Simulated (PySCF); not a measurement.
Silver: a sound run and one with changed settings

Sound run: Ag [Kr] 4d10 5s1, Ag+ [Kr] 4d10. Computed with PySCF 2.14 in cc-pVDZ-PP with ECP28MDF (4s4p3d1f, 38 functions), with scalar relativity through the core potential. In the sound run the correlated levels freeze 4s2 4p6 outside the core potential. The sound run starts from symmetry-adapted Hartree-Fock orbitals and uses a fine grid where one is needed.

A second run was set up differently.

```json
{"species": "Ag", "method": "MP2", "sound run (hartree)": "-146.34407", "changed run (hartree)": "-146.50880", "converged": "yes"}
{"species": "Ag+", "method": "MP2", "sound run (hartree)": "-146.08375", "changed run (hartree)": "-146.24401", "converged": "yes"}
```

Ionisation energy of Ag:

| method | sound run (eV) | changed run (eV) |
| --- | --- | --- |
| UHF | 6.356 | 6.356 |
| MP2 | 7.084 | 7.205 |
| SCS-MP2 | 6.967 | 7.058 |

Problem. What was changed?
A. minimal basis
B. level shift left on
C. too few SCF iterations
D. all electrons correlated in a valence basis

Solution. D. A valence basis has no tight correlating functions, so it recovers only part of the core correlation, and not evenly between atom and ion.
